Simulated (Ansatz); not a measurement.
`[Cl][SnH3]` + `C#CN` → `C#C[NH][SnH3]` + HCl at 400 K and 1 bar (ligand exchange at the Sn–Cl bond).

Gas-phase electronic energies from Ansatz, PBE0-D4/def2-TZVP geometries. CBS: MP2 limit from def2 TZ/QZ plus the TZ coupled-cluster correction, frozen cores. This one scheme is used for every species. Elements past krypton have def2 core potentials. For Sn outer-core shells are correlated without core-valence functions, which leaves a few kJ/mol of doubt a bond. Each species was taken in one conformer, which may not be the lowest.

```
        species  CCSD(T)/CBS energy (Eh)  H − E (kJ/mol)  S (J/(mol·K))
   `[Cl][SnH3]`               -675.62576            75.7          295.2
         `C#CN`               -132.52893           136.4          272.8
`C#C[NH][SnH3]`               -347.74191           174.4          377.5
            HCl               -460.38127            29.6          195.4
```

H − E and S are ideal-gas, rigid-rotor, harmonic terms from PBE0-D4/def2-TZVP, for one conformer and one mirror image of each species. 1 Eh = 2625.50 kJ/mol, R = 8.31446 J/(mol·K).

Problem. By hand: ΔE, ΔH, ΔS and ΔG.

Solution. ΔE = (-347.74191) + (-460.38127) − (-675.62576) − (-132.52893) = 0.03151 Eh = 82.7 kJ/mol. Δ(H − E) = 174.4 + 29.6 − 75.7 − 136.4 = -8.1, so ΔH = 74.6 kJ/mol. ΔS = 377.5 + 195.4 − 295.2 − 272.8 = 4.9 J/(mol·K). ΔG = 74.6 − 400 × (4.9)/1000 = 72.6 kJ/mol.

Problem. By hand: the equilibrium constant, and the temperature at which ΔG would vanish if ΔH and ΔS stayed fixed.

Solution. log₁₀ K = −ΔG/(RT ln 10) = -9.5. ΔG = 0 at ΔH/ΔS = 15224 K, far beyond where these terms or the molecules hold.

The number of gas molecules stays the same, so ΔS is small and ΔH decides. A doubt of 5 kJ/mol in ΔE shifts log₁₀ K by 0.7 here. Other conformers and mirror images would add mixing entropy, several J/(mol·K) or more a flexible species. These are equilibria of isolated gas molecules and say nothing of rates. Largest T1 diagnostic: 0.014 (customary marks: 0.02 for closed shells, 0.045 for open ones).
